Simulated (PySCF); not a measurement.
# One molecule, several mistakes: AlBCH5O cation

All numbers below are calculated, not measured. The program is PySCF 2.14.0, an open-source quantum chemistry code, run on an isolated molecule that a program drew, which may never have been made. The molecule is AlBCH5O cation (charge +1, singlet), drawn as the SMILES string `BC[O][AlH+]`.

Each row is a Hartree-Fock (HF) and frozen-core CCSD(T) single point in the cc-pV(D+d)Z basis, meant for a local HF minimum. Run 1 is clean. Each other run has one planted mistake out of seven kinds, and not every kind appears here: one electron removed, one electron added, multiplicity raised by two, geometry at a saddle point, minimal basis STO-3G, one bond length entered in bohr, all coordinates scaled. The reference is restricted for singlets and unrestricted otherwise, and also for a bond in bohr. Adding or removing an electron swaps singlet and doublet. Electrons count all cores. HOMO and LUMO are orbital energies over both spins, the gradient is its largest component, and the lowest frequency (negative if imaginary) is given only where the gradient is small. Bond lengths are over the 8 bonds as drawn. T1 is the CCSD diagnostic: over 0.02 (restricted) or 0.045 (unrestricted) a single reference is doubtful.

Geometry of the clean run:
```xyz
9
AlBCH5O cation, angstrom
B    -1.2411   -2.6558   -0.6490
C    -0.2352   -1.6245   -0.0106
O    -0.2052   -1.6376    1.4326
Al   -0.2368   -1.7186    3.0174
H    -1.3097   -2.6894   -1.8393
H    -1.9080   -3.3754    0.0366
H     0.7824   -1.8185   -0.3552
H    -0.4829   -0.6066   -0.3179
H    -0.2556   -1.7845    4.5511
```

```
run,electrons,basis functions,<S^2>,HOMO (eV),LUMO (eV),gradient (hartree/bohr),lowest frequency (cm^-1),mean bond (Å),longest bond (Å),T1,HF (hartree),CCSD(T) (hartree),mistake
1,36,90,0.000,-16.56,-3.98,2.8e-05,107,1.3394,1.587,0.0165,-381.99880,-382.49935,no fault
2,35,90,0.763,-23.73,-13.65,1.3e-01,-,1.3394,1.587,0.0292,-381.44484,-381.92699,one electron removed
3,37,90,0.766,-5.03,1.47,7.7e-02,-,1.3394,1.587,0.0452,-382.16353,-382.68097,one electron added
4,36,29,0.000,-14.41,0.95,4.6e-02,-,1.3394,1.587,0.0237,-377.38264,-377.59071,minimal basis STO-3G
5,36,90,2.023,-11.16,-6.88,1.8e-01,-,1.3394,1.587,0.0509,-381.82389,-382.30577,multiplicity raised by two
6,36,90,0.739,-15.35,-4.15,2.6e-02,-,1.4608,2.063,0.0564,-381.87532,-382.37339,?
```

**Which mistake was planted in run 6, and what did it cost?**

The mean bond changes by a factor of 1.091 and the longest by 1.300, so the molecule wasn't scaled as a whole. A length L in bohr read as angstrom grows by (1/0.5292 - 1) L = 0.890 L. The 8 bonds together grew by 8 x 0.1214 = 0.971 Å, which gives L = 1.092 Å. That is the length of one of the C-H bonds, 1.092 Å in the clean geometry. So the mistake is: one bond length entered in bohr. Subtracting run 1 and multiplying by 627.51 kcal/mol a hartree, the energy moved by 77.5 kcal/mol in HF and 79.0 kcal/mol in CCSD(T).

Cautions from the logs. Run 3: T1 is over the limit, so its CCSD(T) energy is less reliable; run 4: T1 is over the limit, so its CCSD(T) energy is less reliable; run 5: T1 is over the limit, so its CCSD(T) energy is less reliable; run 6: T1 is over the limit, so its CCSD(T) energy is less reliable.
